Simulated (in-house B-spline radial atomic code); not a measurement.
Configurations of Sc VII (Sc6+), with energies counted from [Ne] 3s2 3p3. Computed with an all-electron radial atomic-structure program (B-spline basis): non-relativistic wB97X, spin-polarised, spherical fractional occupations, exact exchange averaged over the configuration, point nucleus. Shells without spins written out take the highest spin.

Occupations are held fixed; configurations that lie above the ionisation limit could autoionise.

```tsv
configuration	E - E(ref) (eV)	highest orbital	its <r> (bohr)
[Ne] 3s2 3p2 3d1	34.835	3d up	1.041
[Ne] 3s1 3p3 3d1	47.509	3d up	1.038
[Ne] 3s1 3p3 4d1	100.56	4d up	2.422
[He] 2s2 2p5 3s2 3p3 4p1	462.16	4p up	2.169
[He] 2s2 2p5 3s2 3p3 4f1	481.38	4f up	2.313
```

**Question.** Order these further configurations by energy, lowest first.
A. [Ne] 3s1 3p3 4s1
B. [Ne] 3s1 3p3 4f1
C. [Ne] 3s2 3p2 4s1
D. [Ne] 3s2 3p2 4d1
E. [Ne] 3s1 3p3 4p1

**Answer.** C (68.098 eV), A (81.893 eV), D (86.614 eV), E (89.443 eV), B (107.26 eV).
